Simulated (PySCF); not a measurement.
Bond length, frequency and bond energy of CsIn⁺ by level of theory

State: ²Σ⁺ (doublet), unpaired electrons σ ↑. Set-up: basis Cs def2-SVP with ECP46, In def2-SVP with ECP28; scalar-relativistic core potentials; PySCF 2.14. De refers to Cs⁺ + In in their high-spin ground configurations, without counterpoise correction. The functionals are run spin-unrestricted. A positive dipole points towards In; it is taken about the centre of mass and depends on that origin.

| Level | Re (Å) | ωe (cm⁻¹) | De (eV) | μ (D) |
| --- | --- | --- | --- | --- |
| UHF | 4.641 | 36.1 | 0.327 | -7.59 |
| UHF-MP2 | 4.492 | 39.4 | 0.375 | n/a |
| UHF-SCS-MP2 | 4.521 | 38.5 | 0.363 | n/a |
| UHF-CCSD | 4.483 | 39.8 | 0.375 | n/a |
| UHF-CCSD(T) | 4.475 | 40.1 | 0.378 | n/a |
| PBE | 4.457 | 38.9 | 0.482 | -5.55 |
| TPSS | 4.464 | 39.7 | 0.444 | -6.02 |
| r²SCAN | 4.459 | 40.0 | 0.402 | -6.53 |
| PBE0 | 4.410 | 41.5 | 0.435 | -6.16 |
| MN15 | 4.358 | 42.2 | 0.402 | -6.58 |
| BHandHLYP | 4.462 | 40.6 | 0.400 | -6.58 |
| CAM-B3LYP | 4.416 | 42.1 | 0.407 | -6.54 |

(1) Which functional lies closest to UHF-CCSD(T) in De, which farthest, and by how much do they differ from it?

(2) What does a quarter of exact exchange do here, going from PBE to PBE0?

(3) What does the step from GGA to meta-GGA do here, going from PBE to r²SCAN?

Correlated steps freeze 4 core orbitals. Correlated levels converge slowly with the basis: in double zeta they bind strong bonds too weakly, by up to about 1 eV, and carry superposition errors of some tenths. Spin–orbit coupling is left out, which matters for elements this heavy, above all for dissociation energies. For an ion De counts to the pair picked by the measured ionisation energies or electron affinities, which need not be the lowest pair at this level. The state is the lowest determinant that a PBE0 search found; another state may lie lower at other levels.

The whole job (state search and all levels along the bond) took about 2.7 min on 1 thread of Arm Neoverse V2 (shared host), peak memory 0.59 GiB.

Results:

(1) Closest is BHandHLYP (-1.3 pm in Re, +1.2 % in ωe, +0.02 eV in De against UHF-CCSD(T) in the same basis), farthest PBE (-1.8 pm in Re, -3.0 % in ωe, +0.10 eV in De). CCSD(T) converges more slowly with the basis than the functionals do and binds too weakly in this one, so the order can change at the basis-set limit.

(2) PBE0 less PBE: -4.7 pm in Re, +6.7 % in ωe, -0.05 eV in De. Exact exchange removes part of the self-interaction that spreads semilocal densities, and in most molecules shortens and stiffens the bond and lowers De; so it does here.

(3) r²SCAN less PBE: +0.2 pm in Re, +2.8 % in ωe, -0.08 eV in De.
